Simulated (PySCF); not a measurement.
Species: C4H9O2P.
SMILES: `C(=O)(C)P(C)CO`

Computed, not measured: TDDFT PBE0/def2-SVPD, vertical, gas phase, core orbitals frozen in the response in PySCF. One conformer (not necessarily the lowest) at the GFN2-xTB geometry, without solvent, vibrations or thermal averaging. Torsions of this conformer, `[CH3:1][C:2](=[O:3])[P:4]([CH3:5])[CH2:6][OH:7]`: C1–C2–P4–C5 -78°, C2–P4–C6–O7 52°, H–O7–C6–P4 -68°.

Each state is given a Gaussian of 0.3 eV full width at half maximum, with ε(max) = 2.175×10⁸ f / Δν̃ (Δν̃ the width in cm⁻¹). The cross-section is σ = 3.8235×10⁻²¹ ε cm², given in Mb (10⁻¹⁸ cm²). The width is an assumption, not a result. The curve ends short of the highest state used, and states not computed would add to its high-energy end.

λ (nm), σ (Mb) and a bar:
```
    196.5      20.59 #########################
    199.7      24.67 ##############################
    202.8      18.52 #######################
    206.0      11.56 ##############
    209.2       9.87 ############
    212.3       9.08 ###########
    215.5       6.06 #######
    218.7       2.69 ###
    221.8       0.84 #
    225.0       0.18 
    228.1       0.03 
    231.3       0.00 
    234.5       0.00 
    237.6       0.00 
    240.8       0.00 
    244.0       0.03 
    247.1       0.13 
    250.3       0.46 #
    253.5       1.25 ##
    256.6       2.61 ###
    259.8       4.39 #####
    262.9       5.87 #######
    266.1       6.47 ########
    269.3       5.87 #######
    272.4       4.50 #####
    275.6       2.90 ####
    278.8       1.60 ##
    281.9       0.78 #
    285.1       0.33 
    288.2       0.13 
    291.4       0.05 
    294.6       0.03 
    297.7       0.05 
    300.9       0.12 
    304.1       0.26 
    307.2       0.50 #
    310.4       0.88 #
    313.6       1.38 ##
    316.7       1.92 ##
    319.9       2.43 ###
    323.0       2.80 ###
    326.2       2.95 ####
    329.4       2.86 ###
    332.5       2.57 ###
    335.7       2.13 ###
    338.9       1.64 ##
    342.0       1.20 #
    345.2       0.81 #
    348.4       0.52 #
    351.5       0.32 
    354.7       0.18 
    357.8       0.10 
    361.0       0.05 
    364.2       0.03 
    367.3       0.01 
    370.5       0.01
```

Question: Locate the maxima and give the states behind the curve.

Answer: 327 nm (3.80 eV), ε about 770, made up of S1 (100%); 266 nm (4.66 eV), ε about 1700, made up of S2 (100%); 199 nm (6.22 eV), ε about 6500, made up of S4 (64%) and S5 (35%) (ε in L mol⁻¹ cm⁻¹; maxima over ε = 5, shares over 10%). The states used: S1 3.80 eV (f 0.0086); S2 4.66 eV (f 0.019); S3 5.87 eV (f 0.026); S4 6.20 eV (f 0.047); S5 6.27 eV (f 0.027); S6 6.66 eV (f 0.046); S7 6.88 eV (f 0.043); S8 6.91 eV (f 0.058).

Question: On this curve, what absorbance would a 10⁻⁵ mol/L sample give at 365 nm over a 1 cm path?

Answer: 365 nm is 3.397 eV, where ε is about 5.6 L mol⁻¹ cm⁻¹, so A = ε c l ≈ 5.6e-05 (Beer–Lambert, with the gas-phase spectrum and the assumed width).

Question: What would ε be at 6.22 eV, the highest of these maxima, with half the width (0.15 eV)?

Answer: About 11500 L mol⁻¹ cm⁻¹ against 6490, a factor of about 1.8; a lone state at its own centre would give exactly 2.

Question: Coming from long wavelengths, where does ε first pass 100 L mol⁻¹ cm⁻¹?

Answer: At about 350 nm (3.54 eV), 0.26 eV below S1.

The run took 39 s of wall time on an Arm Neoverse V1 with one thread (shared host).
